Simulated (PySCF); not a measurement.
Computed IR spectrum (relative IR intensity) of a molecule C2H5ClGe. Geometry optimised at PBE-D3(BJ)/def2-SVP. Other conformers were not sampled. Computed with PBE-D3(BJ)/def2-SVP in PySCF 2.14.0. Frequencies are harmonic and unscaled.

Lines under 2 % of the strongest are left out, and lines within 2 cm⁻¹ are merged.

```json
[
 {"ν (cm⁻¹)": "328", "relative intensity": "4.5"},
 {"ν (cm⁻¹)": "404", "relative intensity": "29"},
 {"ν (cm⁻¹)": "550", "relative intensity": "28"},
 {"ν (cm⁻¹)": "570", "relative intensity": "8.1"},
 {"ν (cm⁻¹)": "655", "relative intensity": "20"},
 {"ν (cm⁻¹)": "740", "relative intensity": "100"},
 {"ν (cm⁻¹)": "846", "relative intensity": "67"},
 {"ν (cm⁻¹)": "949", "relative intensity": "14"},
 {"ν (cm⁻¹)": "962", "relative intensity": "6.2"},
 {"ν (cm⁻¹)": "988", "relative intensity": "14"},
 {"ν (cm⁻¹)": "1218", "relative intensity": "4.4"},
 {"ν (cm⁻¹)": "1358", "relative intensity": "9.4"},
 {"ν (cm⁻¹)": "2079", "relative intensity": "81"},
 {"ν (cm⁻¹)": "2084", "relative intensity": "90"},
 {"ν (cm⁻¹)": "3052", "relative intensity": "6.6"},
 {"ν (cm⁻¹)": "3074", "relative intensity": "3.4"}
]
```

Question: Pick the molecule that these values belong to.
A) Cl/C=[CH]/[GeH3]
B) C=[CH][GeH2][Cl]
C) C=[C](Cl)[GeH3]

Answer: B, C=[CH][GeH2][Cl]
